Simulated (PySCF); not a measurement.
CH5BrClNSi. Atoms are numbered in the order given.

```xyz
10

C      1.7499    -1.3589     0.3687
Si     0.2261    -0.5854    -0.3470
N     -0.8683    -1.7683    -0.9209
Cl     0.6842     0.6163    -1.9624
Br    -0.6462     0.7658     1.2203
H      1.4908    -1.9896     1.2332
H      2.2475    -1.9804    -0.3907
H      2.4477    -0.5812     0.7109
H     -1.1443    -2.5239    -0.3020
H     -1.6427    -1.4792    -1.5093
```
Charge 0, spin multiplicity 1.

Geometry optimised at PBE0-D3(BJ)/def2-SVP. The values are those of a single conformer.

All values below come from SMD-PBE0/6-31G* (PySCF).

Solvation free energies are E(SMD) − E(gas) at the gas-phase geometry, for 1 M in both phases. Bromine has the revised SMD18 radius of 2.60 Å. In vacuum the dipole moment is 3.01 D.

```json
[
 {"solvent": "water", "ΔG(solv) (kcal/mol)": "-4.8", "its non-electrostatic (CDS) part": "2.7", "dipole (D)": "3.86"},
 {"solvent": "acetonitrile", "ΔG(solv) (kcal/mol)": "-8.5", "its non-electrostatic (CDS) part": "-1.1", "dipole (D)": "3.84"},
 {"solvent": "cyclohexanone", "ΔG(solv) (kcal/mol)": "-7.8", "its non-electrostatic (CDS) part": "-0.9", "dipole (D)": "3.79"}
]
```
